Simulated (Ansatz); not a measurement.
`C[CH]([SiH3])[AlH][F]` at its PBE0-D4/def2-TZVP geometry, where that method's forces vanish. Total charge 0; spin multiplicity 1.

```xyz
13

C    -0.0498    0.8240   -1.3208
C    -0.0148    0.4498    0.1701
Si   -1.2926   -0.8587    0.5717
Al    1.7329   -0.0939    0.8276
F     2.8660   -0.5496   -0.2866
H     0.2404   -0.0216   -1.9491
H    -1.0497    1.1366   -1.6392
H     0.6352    1.6421   -1.5579
H    -0.2962    1.3122    0.7943
H    -2.6629   -0.4160    0.1898
H    -1.2826   -1.1762    2.0280
H    -0.9927   -2.1153   -0.1721
H     2.1668   -0.1335    2.3443
```

(1) What forces (eV/Å) does PBE-D4/def2-TZVPP give on these atoms in Ansatz 0.2.0? (Estimate.)

## Answers

(1) Computed: 
```
C1   0.005  0.004  0.005
C2   0.030  0.002 -0.007
Si3 -0.008 -0.044  0.038
Al4 -0.221  0.084  0.290
F5   0.342 -0.139 -0.335
H6   0.053 -0.158 -0.130
H7  -0.196  0.061 -0.072
H8   0.134  0.160 -0.055
H9  -0.046  0.153  0.119
H10 -0.146  0.042 -0.041
H11 -0.007 -0.037  0.142
H12  0.024 -0.122 -0.074
H13  0.036 -0.004  0.120
```
